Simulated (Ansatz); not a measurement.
Molecule: ReO, charge 0, multiplicity 4. The spin state was set by rule; other spins were not relaxed. SMILES: [O]=[Re]
Geometry: optimised at B3LYP-D3(BJ)/def2-TZVP (Ansatz, a quantum-chemistry and plane-wave program).

Quantity: atomisation energy (electronic, to ground-state atoms), in kcal/mol. Cores are frozen in the correlated levels unless marked. Open shells are spin-unrestricted. No spin-orbit coupling. The frozen core is the preceding noble-gas configuration, with the filled d and f shells of earlier blocks. In def2 rows, elements after Kr have scalar-relativistic effective core potentials. The coupled-cluster limit lacks core correlation, which all-electron functionals hold. CBS(X,Y): correlation extrapolated as X^-3; Hartree-Fock from the larger set.

| level | program | atomisation energy (kcal/mol) |
|---|---|---|
| PBE0-D4/def2-TZVPD | Ansatz + dftd4 | 110.9 |

Predict the CCSD(T)/CBS(def2-TZVPPD,def2-QZVPPD) result (Ansatz).

109.2 kcal/mol
